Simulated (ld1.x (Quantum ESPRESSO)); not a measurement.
**u(r) = r·R(r): atom against pseudo-atom (zinc)**

Columns: radius, all-electron u(r) and pseudo u(r) of the 4p shell (level -1.41 eV) of zinc in the configuration [Ar] 3d10 4s1.75 4p0.25; PBE, scalar-relativistic, TM semilocal scheme, ld1.x (Quantum ESPRESSO) 7.5.

```json
{"r (bohr)": "0.165", "all-electron": "0.0765", "pseudo": "0.0046"}
{"r (bohr)": "0.330", "all-electron": "-0.0861", "pseudo": "0.0180"}
{"r (bohr)": "0.495", "all-electron": "-0.1612", "pseudo": "0.0399"}
{"r (bohr)": "0.660", "all-electron": "-0.1312", "pseudo": "0.0693"}
{"r (bohr)": "0.825", "all-electron": "-0.0526", "pseudo": "0.1050"}
{"r (bohr)": "0.990", "all-electron": "0.0383", "pseudo": "0.1456"}
{"r (bohr)": "1.155", "all-electron": "0.1252", "pseudo": "0.1895"}
{"r (bohr)": "1.320", "all-electron": "0.2022", "pseudo": "0.2348"}
{"r (bohr)": "1.485", "all-electron": "0.2678", "pseudo": "0.2798"}
{"r (bohr)": "1.650", "all-electron": "0.3225", "pseudo": "0.3228"}
{"r (bohr)": "1.815", "all-electron": "0.3672", "pseudo": "0.3622"}
{"r (bohr)": "1.980", "all-electron": "0.4031", "pseudo": "0.3969"}
{"r (bohr)": "2.145", "all-electron": "0.4313", "pseudo": "0.4260"}
{"r (bohr)": "2.310", "all-electron": "0.4528", "pseudo": "0.4492"}
{"r (bohr)": "2.475", "all-electron": "0.4684", "pseudo": "0.4664"}
{"r (bohr)": "2.640", "all-electron": "0.4790", "pseudo": "0.4782"}
{"r (bohr)": "2.805", "all-electron": "0.4853", "pseudo": "0.4851"}
{"r (bohr)": "2.970", "all-electron": "0.4880", "pseudo": "0.4879"}
{"r (bohr)": "3.135", "all-electron": "0.4875", "pseudo": "0.4875"}
{"r (bohr)": "3.300", "all-electron": "0.4845", "pseudo": "0.4845"}
{"r (bohr)": "3.465", "all-electron": "0.4793", "pseudo": "0.4793"}
{"r (bohr)": "3.630", "all-electron": "0.4724", "pseudo": "0.4724"}
{"r (bohr)": "3.795", "all-electron": "0.4641", "pseudo": "0.4641"}
{"r (bohr)": "3.960", "all-electron": "0.4546", "pseudo": "0.4546"}
{"r (bohr)": "4.125", "all-electron": "0.4443", "pseudo": "0.4443"}
{"r (bohr)": "4.290", "all-electron": "0.4333", "pseudo": "0.4333"}
```

(1) How many radial nodes do the two functions have?

(2) At about which radius was the pseudo-wave matched?

(3) Where does each function peak?

(4) Is the pseudo-wave norm-conserving?

Results:

(1) The all-electron 4p function has n − l − 1 = 2; the pseudo-wave has 0, since the states of the same l below it are removed with the core.

(2) 3.30 bohr. The columns agree to 0.0005 from 2.81 bohr on; several derivatives are matched, so the curves merge somewhat inside the radius.

(3) Outermost all-electron maximum near 2.97 bohr, pseudo maximum near 2.97 bohr (to the table’s step).

(4) Yes: the TM semilocal scheme keeps the norm inside the radius equal to the all-electron one, which fixes the energy derivative of the logarithmic derivative at the level.
